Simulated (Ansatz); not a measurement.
C2H6AlFSi can be A, `[CH3][Al]1[CH2][SiH]1F`, or B, `F/[C]([AlH2])=C\[SiH3]`.

Isolated molecules relaxed with PBE0-D4/def2-TZVP in Ansatz; ΔE leaves out vibrations. CCSD(T)/CBS adds triple-zeta CCSD(T) − MP2 to the extrapolated MP2 energy (def2 sets, frozen cores). Functionals use def2-TZVPP.

(1) Which is lower in electronic energy at CCSD(T)/CBS, and by how much? (Best estimate.)

(2) Give E(B) − E(A) in kJ/mol with PBE0-D4, B2PLYP, PBE-D4, HF/def2-TZVPP, CCSD(T)/def2-TZVPP, CCSD/def2-TZVPP, r2SCAN-D4. (Estimate.)

Largest T1 diagnostic: 0.013.

Results:

(1) Computed: A, by 207.5 kJ/mol.

(2) Ansatz gave: PBE0-D4 217.8, B2PLYP 197.3, PBE-D4 212.4, HF/def2-TZVPP 157.8, CCSD(T)/def2-TZVPP 199.4, CCSD/def2-TZVPP 197.6, r2SCAN-D4 215.3. None reverses the order clearly.

The D4 term adds −3.4 kJ/mol with B3LYP and −1.8 kJ/mol with PBE0; it sums over pairs of atoms, weighted by their polarisabilities, and B3LYP, whose exchange is more repulsive, gets the larger term. From PBE to PBE0 (25 % exact exchange), in def2-TZVPP and without D4, E(B) − E(A) moves by +5.1 kJ/mol.

B3LYP here is the variant with VWN-RPA as its local correlation; programs differ in this.
